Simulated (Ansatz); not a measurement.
Reaction (cleavage of the Si–Al bond): `N[Si]1([AlH2])CO1` + H–F → `N[Si]1(F)CO1` + `[AlH3]`

Program: Ansatz. Geometries: PBE0-D4/def2-TZVP. ΔE: electronic, gas phase. CCSD(T)/CBS is the MP2 limit (def2-TZVPP, def2-QZVPP) plus CCSD(T) − MP2 in def2-TZVPP, frozen cores. This one scheme is used for every species. DFT in def2-TZVPP. B3LYP here is the variant with VWN-RPA as its local correlation; programs differ in this. One conformer a species, not always the lowest.

`N[Si]1([AlH2])CO1`:

Cartesian coordinates in Å:
```
N -0.312 0.335 1.782
Si -0.086 -0.111 0.153
Al -0.248 1.752 -1.415
C 0.748 -1.675 -0.229
O -0.706 -1.559 -0.425
H -0.909 1.106 2.031
H -0.196 -0.314 2.545
H 0.354 1.593 -2.873
H -0.947 3.115 -0.989
H 1.007 -2.372 0.569
H 1.294 -1.871 -1.150
```

H–F:

Cartesian coordinates in Å:
```
F -0.234 -0.321 0.231
H 0.234 0.321 -0.231
```

`N[Si]1(F)CO1`:

Cartesian coordinates in Å:
```
N 0.356 -1.353 -0.914
Si 0.337 -0.186 0.288
F 1.688 -0.372 1.095
C -0.545 1.367 0.381
O -1.045 0.111 1.091
H -0.442 -1.563 -1.486
H 1.187 -1.856 -1.171
H -0.284 2.149 1.090
H -1.253 1.704 -0.373
```

`[AlH3]`:

Z-matrix (Å, degrees):
```
Al
H 1 1.586
H 1 1.586 2 120.0
H 1 1.586 2 120.0 3 -179.9
```

```
             level  ΔE (kJ/mol)  difference from CCSD(T)/CBS
            PBE-D4       -114.4                         24.8
          B3LYP-D4       -142.8                         -3.6
            B2PLYP       -149.3                        -10.1
              PBE0       -127.6                         11.6
     HF/def2-TZVPP       -177.7                        -38.5
SCS-MP2/def2-TZVPP       -151.5                        -12.3
CCSD(T)/def2-TZVPP       -141.2                         -2.0
     HF/def2-QZVPP       -179.5                        -40.3
    MP2/def2-QZVPP       -144.3                         -5.1
      HF/CBS(def2)       -179.8                        -40.6
       CCSD(T)/CBS       -139.2                            0
```

Largest T1 diagnostic among the species: 0.014.

From PBE to PBE0 (25 % exact exchange), in def2-TZVPP and without D4, ΔE moves by −9.9 kJ/mol. In def2-TZVPP, CCSD(T) changes the Hartree–Fock value by +36.5 kJ/mol (the triples alone add +5.8 kJ/mol) and MP2 by +32.9 kJ/mol.
